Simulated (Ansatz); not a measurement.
Coupled-cluster run, `O[SiH2]O[SiH2]O`.

```yaml
crystal:
  periodic: [false, false, false]
  atoms:
    - {symbol: O, position_ang: [-1.461216, -1.354436, -0.182202]}
    - {symbol: Si, position_ang: [-0.288168, -1.223524, 0.962983]}
    - {symbol: O, position_ang: [0.559450, 0.158765, 0.786752]}
    - {symbol: Si, position_ang: [1.000259, 1.237813, -0.361051]}
    - {symbol: O, position_ang: [-0.211267, 1.513776, -1.431061]}
    - {symbol: H, position_ang: [-2.243694, -0.811037, -0.075331]}
    - {symbol: H, position_ang: [0.595702, -2.388244, 0.744306]}
    - {symbol: H, position_ang: [-0.873871, -1.207545, 2.324657]}
    - {symbol: H, position_ang: [1.266235, 2.534353, 0.292099]}
    - {symbol: H, position_ang: [2.200940, 0.702952, -1.052755]}
    - {symbol: H, position_ang: [-0.479069, 0.780027, -1.987697]}
basis:
  gaussian: {orbitals: def2-TZVPP}
correlation: {method: ccsd_t}
output: {orbitals: {seedname: orbitals}}
```

```sh
$ ansatz run in.yaml --threads 4 --pin off --events-out ev --progress --plain --max-ram 10444MiB
```

The program prints (abridged):

```
Functional definition: HF
1551 factors; integrals over basis functions are off by at most 1.1e-3 eV
mean field evaluation 1: about -21934.0023 eV, gradient 5.7e1 eV
mean field evaluation 2: about -21934.3171 eV, gradient 5.8e1 eV
mean field evaluation 4: about -21940.2062 eV, gradient 3.5e0 eV
mean field evaluation 8: about -21940.2739 eV, gradient 1.7e-1 eV
mean field -21940.27397298 eV, -806.2901968551 hartree, gradient 2.6e-6 eV, S^2 0.000000; 0 other end points of the search recorded, 0 dependent functions left out
13 core orbitals not correlated: weight in the atoms' cores, before any rotation towards them, 1.000 or more for the frozen orbitals, at most 0.000 for the correlated occupied ones
reference -21940.27397298 eV, -806.2901968551 hartree; 16, 16 occupied and 232, 232 virtual orbitals, 1551 factors
second order -26.09093096 eV of doubles, -0.00000000 eV of singles
cycle   1  -26.25616517 eV  change   -1.7e-1 eV  update   1.1e-1
cycle   2  -26.87813123 eV  change   -6.2e-1 eV  update   3.0e-2
cycle   3  -27.01805600 eV  change   -1.4e-1 eV  update   1.5e-2
cycle   4  -26.99937124 eV  change    1.9e-2 eV  update   3.0e-3
cycle   5  -26.99917953 eV  change    1.9e-4 eV  update   1.4e-3
cycle   6  -26.99998047 eV  change   -8.0e-4 eV  update   3.8e-4
cycle   7  -26.99975818 eV  change    2.2e-4 eV  update   1.5e-4
cycle   8  -26.99970142 eV  change    5.7e-5 eV  update   4.1e-5
cycle   9  -26.99971065 eV  change   -9.2e-6 eV  update   1.5e-5
perturbative correction -0.91235189 eV, -0.0335283137 hartree
Total energy: -21968.18603552 eV, -807.3159462341 hartree
```

Hardware: 4 threads of an Intel Xeon Platinum 8259CL on a shared host. Wall time 110 s, peak host memory 6.1 GiB.

MP2 recovers 93.5 % of the CCSD(T) correlation energy and the triples give 3.3 %; T1 = 0.0117.
